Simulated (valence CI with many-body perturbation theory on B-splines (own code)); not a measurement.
## Pr¹⁹⁺: fill in the table

Level of theory: configuration interaction combined with many-body perturbation theory (CI+MBPT): four valence electrons over a frozen Dirac-Fock core [Kr], radial functions for each j: 7 s, 7 p, 8 d, 6 f, 4 g, 1 h, with the one-electron correlation potential Σ1, the two-electron term Σ2, the three-electron term Σ3, Breit, model QED; selected CI, second order for the rest, scaled by the run's own slope (own B-spline code, finite nucleus).

No measured levels were compared; by estimate terms of the open shell hold to 2 to 4 % of their energy, and close levels can change places. The list stops below the first excitations out of the core.

| Level | E (eV) |
| --- | --- |
| (4d3/2^4) J=0 | 0.000 |
| (4d3/2^3 4d5/2) J=1 | ? |
| (4d3/2^2 4d5/2^2) J=2 [a] | 4.199 |
| (4d3/2^3 4d5/2) J=3 | 5.291 |
| (4d3/2^3 4d5/2) J=4 | ? |
| (4d3/2^2 4d5/2^2) J=0 [a] | ? |
| (4d3/2^2 4d5/2^2) J=4 [a] | 8.239 |
| (4d3/2^2 4d5/2^2) J=3 [a] | 9.285 |
| (4d3/2^2 4d5/2^2) J=2 [b] | 9.553 |
| (4d3/2^2 4d5/2^2) J=5 | ? |
| (4d3/2^2 4d5/2^2) J=1 | 10.396 |
| (4d3/2^2 4d5/2^2) J=6 | 10.790 |
| (4d3/2^2 4d5/2^2) J=4 [b] | 11.694 |
| (4d3/2^2 4d5/2^2) J=2 [c] | 11.992 |
| (4d3/2^2 4d5/2^2) J=3 [b] | 12.222 |
| (4d3/2 4d5/2^3) J=4 [a] | 13.020 |
| (4d3/2 4d5/2^3) J=3 [a] | 14.138 |
| (4d3/2^2 4d5/2^2) J=2 [d] | 14.597 |
| (4d3/2 4d5/2^3) J=5 | ? |
| (4d3/2 4d5/2^3) J=1 [a] | ? |

Levels are named by their leading jj configuration (3d3/2^4 stands for four electrons in 3d with j = 3/2), which in mixed levels can hold well under half, so a name can repeat and another be missing. Letters in brackets count levels of one name in rising energy.

The levels stand in rising order. What does the calculation give for the missing energies?

(4d3/2^3 4d5/2) J=1 2.469; (4d3/2^3 4d5/2) J=4 5.556; (4d3/2^2 4d5/2^2) J=0 [a] 7.880; (4d3/2^2 4d5/2^2) J=5 10.014; (4d3/2 4d5/2^3) J=5 15.038; (4d3/2 4d5/2^3) J=1 [a] 15.368.
